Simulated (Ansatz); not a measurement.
System: NbF₃ (charge 0, triplet). The spin state was set by rule; other spins were not relaxed. 
Structure (B3LYP-D3(BJ)/def2-TZVP (Ansatz, a first-principles code) minimum search):
```
Nb
F 1 1.8665
F 1 1.8900 2 127.77
F 1 1.8900 2 127.77 3 -180.00
```
Charge 0, spin multiplicity 3.

Property: vertical electron affinity (to the doublet state of charge -1; a negative value means that the extra electron is unbound and the number depends on the basis; each state is the SCF solution reached for its spin; the UHF <S^2> is 1.15 for the doublet (pure: 0.75); for the doublet T1 is 0.051), in eV. Correlated levels leave the core frozen unless marked. Open shells are spin-unrestricted. Spin-orbit coupling is left out. The frozen core is the preceding noble-gas configuration, with the filled d and f shells of earlier blocks. In def2 rows, elements after Kr have scalar-relativistic effective core potentials. Anions need diffuse functions: def2-D sets add few. CBS(X,Y): correlation extrapolated as X^-3; Hartree-Fock from the larger set.

```json
[
 {"level": "HF/def2-SVPD", "program": "Ansatz", "vertical electron affinity (eV)": "-0.23"},
 {"level": "HF/def2-QZVPPD", "program": "Ansatz", "vertical electron affinity (eV)": "-0.23"},
 {"level": "r2SCAN/def2-TZVPD", "program": "Ansatz", "vertical electron affinity (eV)": "0.79"},
 {"level": "CAM-B3LYP/def2-TZVPD", "program": "Ansatz", "vertical electron affinity (eV)": "1.01"},
 {"level": "B2PLYP/def2-TZVPD", "program": "Ansatz", "vertical electron affinity (eV)": "0.90"},
 {"level": "RI-MP2/CBS(def2-TZVPPD,def2-QZVPPD)", "program": "Ansatz", "vertical electron affinity (eV)": "0.53"},
 {"level": "SCS-MP2/def2-SVPD", "program": "Ansatz", "vertical electron affinity (eV)": "0.53"},
 {"level": "CCSD/def2-SVPD", "program": "Ansatz", "vertical electron affinity (eV)": "0.76"},
 {"level": "CCSD(T)/def2-SVPD", "program": "Ansatz", "vertical electron affinity (eV)": "0.83"}
]
```
